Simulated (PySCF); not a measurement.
I₂, SMILES II (connectivity only; charge and spin as stated), charge -1, multiplicity 2. The structure is a stationary point at PBE-D3(BJ)/def2-TZVPD. The def2 effective core potentials stand for the cores of I; spin–orbit coupling is left out.

Computed with PBE-D3(BJ)/def2-TZVPD run with PySCF.

Harmonic wavenumbers (cm⁻¹): 92. Rotational constants (GHz): 0.7401 (linear); symmetry number 2.

### Question
Work out the zero-point energy and the ideal-gas rigid-rotor harmonic-oscillator thermochemistry at 298.15 K and 1 atm.

### Answer
ZPE = ½ Σ hcν = ½ × 92 cm⁻¹ = 0.13 kcal/mol. H − E(el) = 2.68 kcal/mol. Entropy in cal/(mol K): translation 42.49, rotation 18.56, vibration 3.62, spin 1.38, total 66.05. G − E(el) = -17.02 kcal/mol. Cp = 8.91 cal/(mol K). Modes under 150 cm⁻¹ make the vibrational entropy uncertain.
